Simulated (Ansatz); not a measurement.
Reaction (formal hydrolysis of the Si–N bond): `CN[SiH2][AlH2]` + H₂O → `O[SiH2][AlH2]` + CH₃NH₂

Isolated molecules relaxed with PBE0-D4/def2-TZVP in Ansatz; ΔE leaves out vibrations. CCSD(T)/CBS is the MP2 limit (def2-TZVPP, def2-QZVPP) plus CCSD(T) − MP2 in def2-TZVPP, frozen cores. This one scheme is used for every species. DFT in def2-TZVPP. B3LYP here is the variant with VWN-RPA as its local correlation; programs differ in this. One conformer a species, not always the lowest.

```tsv
level	ΔE (kJ/mol)	difference from CCSD(T)/CBS
PBE-D4	-36.8	3.2
r2SCAN-D4	-42.7	-2.7
PBE0-D4	-38.3	1.7
B3LYP-D4	-42.5	-2.5
ωB97X-V	-44.7	-4.7
ωB97M-V	-43.3	-3.3
B2PLYP	-47.7	-7.7
PBE	-41.9	-1.9
r2SCAN	-44.3	-4.3
PBE0	-42.9	-2.9
B3LYP	-50.5	-10.5
HF/def2-TZVPP	-58.0	-18.0
MP2/def2-TZVPP	-40.8	-0.8
SCS-MP2/def2-TZVPP	-45.0	-5.0
CCSD/def2-TZVPP	-44.5	-4.5
CCSD(T)/def2-TZVPP	-42.0	-2.0
HF/def2-QZVPP	-57.8	-17.8
MP2/def2-QZVPP	-39.5	0.5
SCS-MP2/def2-QZVPP	-43.8	-3.8
HF/CBS(def2)	-57.8	-17.8
MP2/CBS(def2)	-38.7	1.3
CCSD/CBS(def2)	-42.4	-2.4
CCSD(T)/CBS	-40.0	0
```

Largest T1 diagnostic among the species: 0.012.

In def2-TZVPP, CCSD(T) changes the Hartree–Fock value by +16.0 kJ/mol (the triples alone add +2.5 kJ/mol) and MP2 by +17.2 kJ/mol. The D4 term adds +8.0 kJ/mol with B3LYP and +4.6 kJ/mol with PBE0; it sums over pairs of atoms, weighted by their polarisabilities, and B3LYP, whose exchange is more repulsive, gets the larger term.
